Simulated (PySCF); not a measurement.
Compound: fluorocyclohexane, C₆H₁₁F.
Atom-mapped SMILES: `[F:1][CH:2]1[CH2:3][CH2:4][CH2:5][CH2:6][CH2:7]1` (hydrogens: H8 on C2; H9, H10 on C3; H11, H12 on C4; H13, H14 on C5; H15, H16 on C6; H17, H18 on C7)

Cartesian coordinates in Å at the GFN2-xTB level; atoms count from 1:
```xyz
18
C6H11F angstrom
F      1.839   -0.277    1.200
C      1.451   -0.065   -0.114
C      0.578   -1.228   -0.570
C     -0.744   -1.251    0.194
C     -1.477    0.078    0.036
C     -0.605    1.219    0.551
C      0.717    1.269   -0.209
H      2.388   -0.034   -0.688
H      1.117   -2.164   -0.413
H      0.391   -1.113   -1.640
H     -0.539   -1.426    1.252
H     -1.364   -2.071   -0.172
H     -2.417    0.051    0.591
H     -1.714    0.244   -1.018
H     -1.125    2.172    0.442
H     -0.399    1.065    1.612
H      0.537    1.482   -1.265
H      1.354    2.057    0.197
```

The closed-shell SCF was solved with PySCF and density fitting under several settings on one GFN2-xTB geometry (grid level 2 and gas phase unless stated).

```csv
settings,basis functions,SCF cycles,E (Eh),HOMO (eV),LUMO (eV),dipole (D)
PBE0/pcSseg-1,174,12,-334.6983,-8.44,1.33,1.72
B3LYP/def2-SVPD,231,13,-334.8953,-8.28,0.36,1.81
```

Problem. Estimate the rows for these settings: (1) X3LYP/def2-SVPD; (2) PBE0/pcSseg-1, IEF-PCM benzene, fitting basis def2-qzvpp-jkfit; (3) WP04/pcSseg-0.

Solution. 
| settings | basis functions | SCF cycles | E (Eh) | HOMO (eV) | LUMO (eV) | dipole (D) |
| --- | --- | --- | --- | --- | --- | --- |
| X3LYP/def2-SVPD | 231 | 13 | -334.7393 | -8.34 | 0.35 | 1.82 |
| PBE0/pcSseg-1, IEF-PCM benzene, fitting basis def2-qzvpp-jkfit | 174 | 9 | -334.7001 | -8.37 | 1.45 | 1.93 |
| WP04/pcSseg-0 | 85 | 12 | -342.2299 | -9.77 | 0.19 | 2.00 |

Problem. Over all rows, what range does the HOMO–LUMO gap span?

Solution. From 8.64 eV (B3LYP/def2-SVPD) to 9.96 eV (WP04/pcSseg-0). The functional of the narrowest has 20 % exact exchange, that of the widest 12 % exact exchange.

Problem. And the dipole moment?

Solution. From 1.72 D (PBE0/pcSseg-1) to 2.00 D (WP04/pcSseg-0); the largest is 1.16 times the smallest, and the median is 1.82 D.

Cycle counts include a coarse-grid stage where the run had one. WP04 was designed for NMR shieldings or shifts; total energies of different functionals aren't comparable. One conformer (not necessarily the lowest) at the GFN2-xTB geometry, without vibrations or thermal averaging.
